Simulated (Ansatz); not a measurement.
`C[Si](F)(Cl)[GeH3]`. The species carries charge 0 and has multiplicity 1. Correlated methods include outer-core shells of Ge, which these sets cover unevenly. Scalar relativity is left out up to krypton.

Z-matrix (Å, degrees):
```
C
Si 1 1.850
H 1 1.092 2 110.5
H 1 1.093 2 110.4 3 -120.1
H 1 1.093 2 110.2 3 119.9
F 2 1.600 1 108.4 3 -178.1
Cl 2 2.056 1 109.0 3 -62.3
Ge 2 2.379 1 115.7 3 59.9
H 8 1.538 2 110.5 1 59.7
H 8 1.537 2 109.4 1 -59.7
H 8 1.535 2 110.3 1 -179.7
```

Give the diagnostics of a CCSD(T)/def2-TZVPP run (frozen core, Ansatz). (Estimate.)

The calculation gave: T1 = 0.0113, largest single amplitude 0.014, largest double 0.020, (T) share of the correlation energy 3.5 %, 8 CCSD cycles. The RHF solution is stable towards an unrestricted one. T1 lies under the customary mark of 0.02 for closed shells.
